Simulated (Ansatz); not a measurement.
One change: `[OH][Ga]([OH])[O][SiH3]` becomes `[OH][Ga]([OH])[Cl]`.

Ansatz, PBE0-D4/def2-TZVP geometries, multiplicity 1. Each molecule was computed in one conformer, which needn't be the lowest.

Scalar relativity is left out up to krypton.

| property | `[OH][Ga]([OH])[O][SiH3]` |
| --- | --- |
| LUMO energy (ωB97M-V/def2-TZVPP) / eV | 0.62 |
| size of the dipole moment (ωB97M-V/def2-TZVPP) / D | 1.19 |
| LUMO energy (PBE/def2-TZVPP) / eV | -2.09 |
| HOMO–LUMO gap (ωB97M-V/def2-TZVPP) / eV | 11.62 |
| size of the dipole moment (PBE/def2-TZVPP) / D | 1.22 |
| HOMO–LUMO gap (PBE0/def2-TZVPP) / eV | 7.54 |

**Question.** Give the same properties after the change, and the shifts. (Best estimate.)

**Answer.** The calculation gave: 
```csv
property,`[OH][Ga]([OH])[Cl]`,shift
LUMO energy (ωB97M-V/def2-TZVPP) / eV,0.64,0.02
size of the dipole moment (ωB97M-V/def2-TZVPP) / D,1.57,0.38
LUMO energy (PBE/def2-TZVPP) / eV,-2.16,-0.07
HOMO–LUMO gap (ωB97M-V/def2-TZVPP) / eV,12.21,0.59
size of the dipole moment (PBE/def2-TZVPP) / D,1.57,0.35
HOMO–LUMO gap (PBE0/def2-TZVPP) / eV,8.04,0.50
```

With PBE0 the HOMO falls by 0.57 eV and the LUMO falls by 0.07 eV, so the gap widens by about 0.50 eV. PBE moves the HOMO by -0.32 eV and ωB97M-V by -0.57 eV. Dipoles are sizes alone; their direction can turn.
